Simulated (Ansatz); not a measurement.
```yaml
crystal:
  periodic: [false, false, false]
  atoms:
    - {symbol: N, position_ang: [1.064186, 0.507423, -1.412505]}
    - {symbol: B, position_ang: [0.384871, 0.669342, -0.580213]}
    - {symbol: N, position_ang: [0.044971, -1.060618, 0.564382]}
    - {symbol: Si, position_ang: [-2.484294, 0.034102, 1.359962]}
    - {symbol: F, position_ang: [-2.484294, -0.015898, 1.059962]}
    - {symbol: H, position_ang: [1.686579, -0.150581, -2.252766]}
    - {symbol: H, position_ang: [0.827587, 1.449051, -1.983398]}
    - {symbol: H, position_ang: [0.186571, -2.166703, 0.620220]}
    - {symbol: H, position_ang: [-0.489726, 0.471813, 2.718266]}
basis:
  gaussian: {orbitals: x2c-TZVPPall, nuclear_model: gaussian}
hamiltonian: {xc: {name: r2SCANh}}
accuracy: high
output: {forces: true}
```

```sh
$ ansatz run in.yaml --threads 2 --pin off --events-out ev --progress --plain --max-ram 4352MiB
```

Output, abridged:

```
Functional definition: r2SCANh
3705 factors; integrals over basis functions are off by at most 6.1e-8 eV
mean field evaluation 1: about -13024.1106 eV, gradient 2.2e2 eV
mean field evaluation 2: about -12602.8164 eV, gradient 3.8e2 eV
mean field evaluation 4: about -12820.1865 eV, gradient 2.6e2 eV
mean field evaluation 8: about -13075.5624 eV, gradient 1.1e0 eV
mean field evaluation 16: about -13076.0956 eV, gradient 1.3e-8 eV
mean field -13076.09556941 eV, -480.5376488799 hartree, gradient 4.9e-8 eV, S^2 0.000000; 3 other end points of the search recorded, 0 dependent functions left out
reference -13076.09557030 eV, -480.5376489125 hartree; 23, 23 occupied and 199, 199 virtual orbitals, 3705 factors
Total energy: -13076.09557030 eV, -480.5376489125 hartree
Relativity: scalar
Atom 0 at     1.064186     0.507423    -1.412505 Å, force    19.409760    -3.726563   -27.199522 eV/Å
Atom 1 at     0.384871     0.669342    -0.580213 Å, force   -17.217055     1.618650    21.991472 eV/Å
Atom 2 at     0.044971    -1.060618     0.564382 Å, force    -1.572373     0.226785     1.691774 eV/Å
Atom 3 at    -2.484294     0.034102     1.359962 Å, force    -0.693759  1602.732359  9617.507456 eV/Å
Atom 4 at    -2.484294    -0.015898     1.059962 Å, force     3.258407 -1602.883067 -9616.256473 eV/Å
Atom 5 at     1.686579    -0.150581    -2.252766 Å, force    -2.476472     2.353735     4.041718 eV/Å
Atom 6 at     0.827587     1.449051    -1.983398 Å, force     0.520367    -1.939824     1.402349 eV/Å
Atom 7 at     0.186571    -2.166703     0.620220 Å, force     0.118579     2.273410    -1.282103 eV/Å
Atom 8 at    -0.489726     0.471813     2.718266 Å, force    -1.347452    -0.655485    -1.896671 eV/Å
Dipole moment:     0.853804     0.059906    -1.653434 e Å
```

Q: Something in this input is off. What?

A: One atom was put on top of another. The run converged. The result belongs to that input, not to the molecule as meant.
